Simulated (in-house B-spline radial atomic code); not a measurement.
**Ionising Si II (Si+) with different functionals**

Computed with a B-spline radial code for spherical atoms: four-component Dirac-Coulomb Hamiltonian, Fermi nucleus of rms radius 3.1224 fm, spin-restricted, spherical fractional occupations for the functionals, and exact exchange of hybrids averaged over the configuration. The ionisation energy is the difference of two self-consistent energies, [Ne] 3s2 3p1 → [Ne] 3s2, without Breit or QED terms; ε is the level of the shell that loses the electron (mean over j). The electron is taken from both j subshells in proportion to 2j + 1, so the result is a j average, not the step between ground levels.

| method | rung | ΔSCF (eV) | -ε(3p) (eV) |
| --- | --- | --- | --- |
| B97-1 | global hybrid | 16.03 | 12.67 |
| B3LYP | global hybrid | 16.15 | 12.69 |
| CAM-B3LYP | range-separated hybrid | 16.21 | 14.32 |
| HSE06 | range-separated hybrid | 16.11 | 12.52 |

(1) Among the functionals, which spreads more, the ΔSCF values or the orbital energies?

(2) How do they compare with the NIST value?

## Answers

(1) The orbital energies: ΔSCF values span about 0.18 eV and the orbital energies 1.79 eV; here energy differences depend much less on the functional than eigenvalues do.

(2) NIST lists 16.346 eV (measured, ground level to ground level). Errors run from -0.31 to -0.13 eV; CAM-B3LYP is closest (-0.13 eV), but part of that can be cancellation, since the calculations leave out Breit-QED terms, spin polarisation, the choice among j levels, multiplet and fine-structure energies.
